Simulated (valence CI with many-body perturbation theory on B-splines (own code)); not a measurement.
Results of a calculation; reference values are marked as such.
Level structure of Ag XXVI

Level of theory: configuration interaction combined with many-body perturbation theory (CI+MBPT): four valence electrons over a frozen Dirac-Fock core [Ar], radial functions for each j: 7 s, 7 p, 8 d, 6 f, 4 g, 1 h, with the one-electron correlation potential Σ1, the two-electron term Σ2, the three-electron term Σ3, Breit, model QED; selected CI, second order for the rest, scaled by the run's own slope (own B-spline code, finite nucleus).

No measured levels were compared; by estimate terms of the open shell hold to 2 to 4 % of their energy, and close levels can change places. Only levels of the ground parity were solved; by the run's estimate the other parity begins above the list, which can be wrong where configurations are misplaced.

Levels 1 to 32 of 32, with energies above the lowest level, 3d4 5D_0. "Leading %" is the weight of the configuration and term that name the level; weights of strongly mixed levels are sums over their largest components and can fall short, so below about 35 % the name and the second component can differ from the true leading terms, or belong to a minority configuration. In the jj column 3d3/2^4 stands for four electrons in 3d with j = 3/2.

```csv
No.,Configuration,Term,J,E (cm⁻¹),Leading %,g,Leading jj,Second component
1,3d4,5D,0,0,60,,3d3/2^4 (80 %),36 % 3d4 3P
2,3d4,5D,1,27897,83,1.496,3d3/2^3 3d5/2 (86 %),17 % 3d4 3P
3,3d4,5D,2,50049,90,1.465,3d3/2^2 3d5/2^2 (56 %),4 % 3d4 3P
4,3d4,5D,3,66103,84,1.439,3d3/2^2 3d5/2^2 (50 %),9 % 3d4 3F
5,3d4,5D,4,74396,60,1.356,3d3/2^3 3d5/2 (53 %),26 % 3d4 3F
6,3d4,3P,0,107150,45,,3d3/2^2 3d5/2^2 (75 %),39 % 3d4 5D
7,3d4,3H,4,115690,53,1.003,3d3/2^2 3d5/2^2 (50 %),21 % 3d4 5D
8,3d4,3G,3,137060,62,0.909,3d3/2^2 3d5/2^2 (51 %),24 % 3d4 3F
9,3d4,3F,2,141290,66,0.825,3d3/2^2 3d5/2^2 (55 %),17 % 3d4 1D
10,3d4,3H,5,144110,75,1.071,3d3/2^2 3d5/2^2 (98 %),25 % 3d4 3G
11,3d4,3P,1,146240,74,1.366,3d3/2^2 3d5/2^2 (67 %),13 % 3d4 3D
12,3d4,3H,6,155180,72,1.116,3d3/2^2 3d5/2^2 (90 %),28 % 3d4 1I
13,3d4,3G,4,170070,64,1.028,3d3/2^2 3d5/2^2 (79 %),17 % 3d4 1G
14,3d4,3D,2,175860,45,1.252,3d3/2^2 3d5/2^2 (78 %),43 % 3d4 3P
15,3d4,3F,4,181620,44,1.138,3d3/2 3d5/2^3 (49 %),20 % 3d4 1G
16,3d4,3F,3,184260,44,1.171,3d3/2^2 3d5/2^2 (61 %),42 % 3d4 3D
17,3d4,3F,3,199930,35,1.085,3d3/2 3d5/2^3 (74 %),29 % 3d4 3D
18,3d4,3P,2,210550,36,1.147,3d3/2 3d5/2^3 (52 %),31 % 3d4 1D
19,3d4,3G,5,211940,75,1.155,3d3/2 3d5/2^3 (98 %),25 % 3d4 3H
20,3d4,3D,1,221800,85,0.648,3d3/2 3d5/2^3 (76 %),11 % 3d4 3P
21,3d4,1I,6,222160,72,1.043,3d3/2 3d5/2^3 (90 %),28 % 3d4 3H
22,3d4,1S,0,247510,73,,3d3/2 3d5/2^3 (80 %),26 % 3d4 3P
23,3d4,1G,4,249350,42,1.090,3d3/2^2 3d5/2^2 (48 %),42 % 3d4 3F
24,3d4,3P,2,256550,39,1.159,3d3/2^2 3d5/2^2 (58 %),22 % 3d4 3F
25,3d4,1F,3,267300,60,1.059,3d3/2 3d5/2^3 (81 %),21 % 3d4 3D
26,3d4,3P,2,284140,64,1.253,3d3/2^2 3d5/2^2 (57 %),22 % 3d4 3F
27,3d4,3F,4,302510,63,1.161,3d5/2^4 (54 %),28 % 3d4 1G
28,3d4,3F,2,317460,55,0.875,3d5/2^4 (45 %),29 % 3d4 1D
29,3d4,3F,3,318550,77,1.066,3d3/2 3d5/2^3 (97 %),21 % 3d4 1F
30,3d4,3P,1,323310,97,1.478,3d3/2 3d5/2^3 (92 %),
31,3d4,3P,0,339070,84,,3d5/2^4 (49 %),15 % 3d4 1S
32,3d4,1G,4,339500,75,1.049,3d3/2 3d5/2^3 (84 %),20 % 3d4 3F
```

Names give the largest LS component (configuration and term), which can be under half, so a name can repeat, a term be missing and a line seem to break the LS rules; names also repeat where a configuration has a term twice.

The ionisation energy to 3d3 4F_3/2 of the next ion comes out as 1308 eV (NIST: 1308 ± 4 eV (theoretical)). All 32 levels together are meant to be complete up to 352630 cm⁻¹.
